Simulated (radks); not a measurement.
Spherical quantum dot in the effective-mass picture: electrons in a hard-walled sphere of radius 4.72, all in effective atomic units (hartree* = m*/eps^2 hartree, bohr* = eps/m* bohr), one dielectric constant everywhere. Calculated with a radial shooting solver with Libxc functionals: non-relativistic Kohn-Sham, LDA (Slater exchange, Perdew-Wang correlation), spin-polarised, spherical densities. Levels are named by radial order and angular momentum (1s, 1p, 1d, 2s, ...), and open shells are averaged over m. Results are scaled to m* = 0.037 and eps = 10.8, for which hartree* = 8.632 meV and bohr* = 15.45 nm.

N = 20, configuration 1s2 1p6 1d10 1f(up 2, down 0). This is the lowest configuration that the search found. Occupied and some empty levels:

level,occupation,eigenvalue (meV),<r> (nm)
1s up,1,47.520,50.09
1s down,1,47.677,49.95
1p up,3,48.481,51.69
1p down,3,48.645,51.61
1d up,5,50.177,53.14
1d down,5,50.348,53.10
1f up,2,52.520,54.39
1f down,0,52.696,54.37
2s up,0,54.810,32.65
2s down,0,54.865,32.64
1g up,0,55.457,55.47
1g down,0,55.636,55.46
2p up,0,58.055,38.23
2p down,0,58.130,38.19
2d up,0,61.958,41.74
2d down,0,62.051,41.70

Energy (meV): total 543.328, kinetic 133.61, external 0, Hartree 469.06, exchange-correlation -59.340.
